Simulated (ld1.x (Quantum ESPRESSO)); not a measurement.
**Fe (Z = 26), PAW: configuration errors across variants**

```
Element                 : Fe
Generator               : ld1.x (Quantum ESPRESSO) 7.5
Type                    : PAW
Functional              : PBEsol
Relativity              : scalar-relativistic
Frozen core             : [Ne]
Valence charge          : 16
Reference configuration : 3s2 3p6 3d6 4s0 4p0 (charge +2)
Partial waves           : 3s (bound): rcut 1.05, rcutus 1.25 bohr; 4s (bound, empty): rcut 1.05, rcutus 1.25 bohr; 3p (bound): rcut 1.15, rcutus 1.55 bohr; 4p (bound, empty): rcut 1.15, rcutus 1.55 bohr; 3d (bound): rcut 1.60, rcutus 2.10 bohr; 3d channel at 1.25 Ry: rcut 1.60, rcutus 2.10 bohr
Local potential         : all-electron potential smoothed inside 1.20 bohr (lloc = -1)
Core correction         : a·sin(br)/r model core, default radius (ld1.x builds one for every PAW set, though the input has nlcc=.false.)
Augmentation charge     : PSQ, inside the norm-conserving radii
```

All-electron excitation energies from the reference (eV): (1) 3s2 3p6 3d6 4s2 4p0 -24.861; (2) 3s2 3p6 3d6 4s1 4p0 -16.116; (3) 3s2 3p6 3d5 4s0 4p0 34.187; (4) 3s2 3p6 3d6 4s0 4p2 -16.371; (5) 3s2 3p6 3d5 4s2 4p1 -16.084; (6) 3s2 3p5 3d6 4s2 4p0 42.703; (7) 3s2 3p6 3d6.5 4s1.5 4p0 -25.592.

The overlap operator is not positive definite (basis up to 400 Ry) in “base”, “waves 3d (bound): rcut 1.38, rcutus 1.46 bohr; 3d channel at 1.25 Ry: rcut 1.38, rcutus 1.46 bohr”, “waves 3d (bound): rcut 1.60, rcutus 2.00 bohr; 3d channel at 1.25 Ry: rcut 1.60, rcutus 2.00 bohr”, “waves 3d (bound): rcut 1.60, rcutus 2.20 bohr; 3d channel at 1.25 Ry: rcut 1.60, rcutus 2.20 bohr”, “waves 3d (bound): rcut 1.60, rcutus 2.56 bohr; 3d channel at 1.25 Ry: rcut 1.60, rcutus 2.56 bohr”, “waves 3d (bound): rcut 1.60, rcutus 2.86 bohr; 3d channel at 1.25 Ry: rcut 1.60, rcutus 2.86 bohr”, “waves 3d (bound): rcut 1.60, rcutus 3.10 bohr; 3d channel at 1.25 Ry: rcut 1.60, rcutus 3.10 bohr”. Such files are unfit for use, however small their errors in these radial tests.

Tests that are not counted but printed errors over 1 eV. “waves 3d (bound): rcut 1.60, rcutus 2.56 bohr; 3d channel at 1.25 Ry: rcut 1.60, rcutus 2.56 bohr”: 3s2 3p6 3d6 4s2 4p0 (solver errors, printed error -2862 eV); 3s2 3p6 3d6.5 4s1.5 4p0 (solver errors, printed error -2875 eV). “waves 3d (bound): rcut 1.60, rcutus 2.86 bohr; 3d channel at 1.25 Ry: rcut 1.60, rcutus 2.86 bohr”: 3s2 3p6 3d6 4s2 4p0 (solver errors, printed error -2937 eV).

Errors AE − PS in meV (a dash: test not solved or not reliable):

| change | (1) | (2) | (3) | (4) | (5) | (6) | (7) | bound ghosts |
| --- | --- | --- | --- | --- | --- | --- | --- | --- |
| base | -8.3 | -1.5 | -414 | -67 | -95 | -468 | -6.4 | not determined (overlap not positive) |
| waves 3d (bound): rcut 1.38, rcutus 1.46 bohr; 3d channel at 1.25 Ry: rcut 1.38, rcutus 1.46 bohr | -1.7 | +0.4 | -231 | -80 | +22 | -401 | -4.4 | not determined (overlap not positive) |
| waves 3d (bound): rcut 1.60, rcutus 2.00 bohr; 3d channel at 1.25 Ry: rcut 1.60, rcutus 2.00 bohr | -7.0 | -1.0 | -401 | -68 | -83 | -462 | -6.1 | not determined (overlap not positive) |
| waves 3d (bound): rcut 1.60, rcutus 2.20 bohr; 3d channel at 1.25 Ry: rcut 1.60, rcutus 2.20 bohr | -10 | -2.1 | -417 | -67 | -102 | -472 | -6.4 | not determined (overlap not positive) |
| waves 3d (bound): rcut 1.60, rcutus 2.56 bohr; 3d channel at 1.25 Ry: rcut 1.60, rcutus 2.56 bohr | – | -5.1 | -417 | -68 | -117 | -507 | – | not determined (overlap not positive) |
| waves 3d (bound): rcut 1.60, rcutus 2.86 bohr; 3d channel at 1.25 Ry: rcut 1.60, rcutus 2.86 bohr | – | -9.0 | -404 | -71 | -123 | -528 | – | not determined (overlap not positive) |
| waves 3d (bound): rcut 1.60, rcutus 3.10 bohr; 3d channel at 1.25 Ry: rcut 1.60, rcutus 3.10 bohr | – | – | – | – | – | – | – | not determined (overlap not positive) |

(1) Give the same row for: waves 3d (bound): rcut 1.54, rcutus 1.64 bohr; 3d channel at 1.25 Ry: rcut 1.54, rcutus 1.64 bohr.

## Answers

(1) -3.4, -0.2, -131, -66, +37, -265, +2.0; bound ghosts: not determined (overlap not positive). Its overlap operator is not positive definite in a basis up to 400 Ry (lowest eigenvalue p -4.41), so the file is unfit for use: the generalised eigenproblem breaks down once the basis is large enough, and its test numbers describe a broken file.
